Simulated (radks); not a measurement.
Cl IV, 14 electrons, occupied as [Ne] 3s2 3p2.

Method: non-relativistic Kohn-Sham, PBE, spin-polarised, spherical densities, point nucleus; open shells are filled with parallel spins first; computed with a radial shooting solver on a logarithmic mesh with Libxc functionals.

Energy parts (Ry):
total: -914.32945
kinetic: 913.38439
electron-nucleus: -2131.37599
Hartree: 357.20421
exchange-correlation: -53.54207

Orbitals (lengths in bohr, moments of r in powers of bohr; <r^-3> diverges for s and p1/2):
orbital	occ.	eigenvalue (Ry)	<1/r>	<r^2>	<r^-3>	<r>
1s up	1	-204.8416	16.55	0.01123	-	0.09142
1s down	1	-204.8088	16.55	0.01123	-	0.09140
2s up	1	-21.74757	3.291	0.2357	-	0.4455
2s down	1	-21.71570	3.291	0.2354	-	0.4453
2p up	3	-17.40077	3.206	0.2055	101.5	0.4063
2p down	3	-17.35640	3.205	0.2052	101.4	0.4062
3s up	1	-4.40612	0.9890	2.229	-	1.397
3s down	1	-4.16928	0.9889	2.257	-	1.403
3p up	2	-3.40642	0.8947	2.639	11.07	1.510
3p down	0	-3.17807	0.8885	2.715	11.00	1.528
3d up	0	-1.99095	0.6843	3.824	0.7296	1.794
3d down	0	-1.79778	0.6675	4.145	0.7044	1.860
4s up	0	-1.52996	0.4184	11.88	-	3.253

The highest occupied level is 3p up at -46.347 eV. The electron density at the nucleus is 3231 e/bohr^3. The spin density at the nucleus is -0.2854 e/bohr^3 (1s -0.3024, 2s 0.1106, 3s -0.0936), a Fermi contact field of -15 T. For comparison, the ionisation energy in NIST's Atomic Spectra Database is 53.2 eV (semi-empirical). In exact Kohn-Sham theory the highest level is minus the ionisation energy, but local and semilocal functionals leave it too shallow, through self-interaction and a potential that decays too fast; potentials with the right tail come closer.
